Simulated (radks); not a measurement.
Values are calculated unless marked as measured or tabulated.
All-electron atom: Ga2+ in [Ar] 3d10 4s1.

Code: a radial shooting solver on a logarithmic mesh with Libxc functionals. Model: scalar-relativistic Kohn-Sham, Wu-Cohen GGA, spin-polarised, spherical densities, point nucleus; open shells are filled with parallel spins first.

Energy parts (hartree):
total: -1942.49300
kinetic: 1975.54084
electron-nucleus: -4660.53158
Hartree: 817.04302
exchange-correlation: -74.54528

Orbitals (lengths in bohr, moments of r in powers of bohr; <r^-3> diverges for s and p1/2):
orbital  occ.  eigenvalue (hartree)   <1/r>  <r^-3>       <r^4>
1s up       1             -376.6078   31.29       -  0.00002602
1s down     1             -376.6053   31.29       -  0.00002602
2s up       1             -47.11487   6.843       -    0.005443
2s down     1             -47.11453   6.843       -    0.005443
2p up       3             -41.12800   6.715   891.0    0.004008
2p down     3             -41.12727   6.714   891.0    0.004008
3s up       1              -6.18251   2.183       -      0.3932
3s down     1              -6.18031   2.184       -      0.3911
3p up       3              -4.37838   2.029   117.7      0.5231
3p down     3              -4.37515   2.031   117.9      0.5170
3d up       5              -1.45178   1.654   11.73       1.771
3d down     5              -1.44195   1.667   11.89       1.639
4s up       1              -0.98526  0.6325       -       36.36
4s down     0              -0.92053  0.6337       -       37.17

The highest occupied level is 4s up at -26.810 eV. Summed over all electrons, <r^2> = 17.70 bohr^2, which gives a Langevin (diamagnetic) susceptibility term of -14 x 10^-6 cm^3/mol. Spin moment in Bohr magnetons: 1. The density falls to 0.001 e/bohr^3 at r = 3.28 bohr. For comparison, the ionisation energy in NIST's Atomic Spectra Database is 30.726 eV (measured). In exact Kohn-Sham theory the highest level is minus the ionisation energy, but local and semilocal functionals leave it too shallow, through self-interaction and a potential that decays too fast; potentials with the right tail come closer.
